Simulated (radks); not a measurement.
The numbers below are computed, except where a source is named.
Valence configurations of the gallium ion Ga+ (all share [Ar]). Level of theory: Dirac Kohn-Sham, PBEsol, spin-unpolarised, spherical densities, finite nucleus; open shells are shared between the two j in proportion to 2j + 1; Fermi nuclear charge, rms radius 3.9973 fm (a radial shooting solver on a logarithmic mesh with Libxc functionals). Energies are relative to 3d10 4s2; eigenvalues in eV.

valence,E (eV),e(3d3/2),e(3d5/2),e(4p1/2),e(4p3/2),e(4s1/2)
3d10 4s2,0.000,-27.732,-27.270,-,-,-16.361
3d10 4s1.5 4p0.5,3.678,-28.656,-28.192,-9.635,-9.456,-16.919
3d10 4s1 4p1,7.403,-29.550,-29.086,-10.076,-9.890,-17.448
3d9.5 4s2 4p0.5,10.089,-32.401,-31.921,-10.254,-10.055,-17.891
3d9.5 4s1.5 4p1,13.996,-33.277,-32.797,-10.676,-10.472,-18.401
3d10 4p2,14.986,-31.260,-30.794,-10.888,-10.692,-
3d9 4s2 4p1,22.028,-37.225,-36.727,-11.279,-11.054,-19.354
3d8 4s2 4p2,51.850,-47.306,-46.774,-13.211,-12.931,-22.130
3d8 4s1 4p3,61.031,-48.814,-48.281,-13.880,-13.589,-22.941
3d8 4p4,70.358,-50.261,-49.726,-14.506,-14.204,-

NIST lists [Ar] 3d10 4s2 as the ground configuration; this level of theory agrees among the configurations tried. The energies are those of spherical spin-averaged densities, not of single terms.
